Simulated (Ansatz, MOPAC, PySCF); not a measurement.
Molecule: BH2S3, charge -1, multiplicity 1. SMILES: [S-]B(S)S
Geometry: optimised at B3LYP-D3(BJ)/def2-TZVP (Ansatz, a first-principles code).

Unscaled harmonic wavenumbers (cm⁻¹) in rising order, each level at the stationary point that it reaches from this structure (no distance between atoms moves by over 0.3 Å); the order of modes can differ between levels, and a negative number is imaginary. B3LYP-D3(BJ)/def2-TZVP (PySCF, at the structure above): 208, 209, 232, 302, 403, 430, 685, 802, 868, 1026, 2610, 2629.

PM3 (MOPAC): 203, 232, 309, 314, 466, 483, 729, 803, 873, 961, 1696, 1701. Zero-point energy 12.5 against 14.9 kcal/mol; where all levels lie over 400 cm⁻¹, the wavenumbers are on average 0.918 times those of B3LYP-D3(BJ)/def2-TZVP.

HF/3-21G (Ansatz): 217, 238, 258, 302, 385, 453, 647, 850, 908, 1072, 2595, 2614. Zero-point energy 15.1 against 14.9 kcal/mol; where all levels lie over 400 cm⁻¹, the wavenumbers are on average 1.020 times those of B3LYP-D3(BJ)/def2-TZVP.

HF/6-31G* (Ansatz): 236, 258, 271, 329, 432, 471, 747, 892, 978, 1098, 2856, 2875. Zero-point energy 16.4 against 14.9 kcal/mol; where all levels lie over 400 cm⁻¹, the wavenumbers are on average 1.098 times those of B3LYP-D3(BJ)/def2-TZVP.

B3LYP/6-31G* (Ansatz): 209, 233, 233, 292, 397, 436, 676, 803, 871, 1030, 2592, 2614. Zero-point energy 14.8 against 14.9 kcal/mol; where all levels lie over 400 cm⁻¹, the wavenumbers are on average 0.999 times those of B3LYP-D3(BJ)/def2-TZVP.
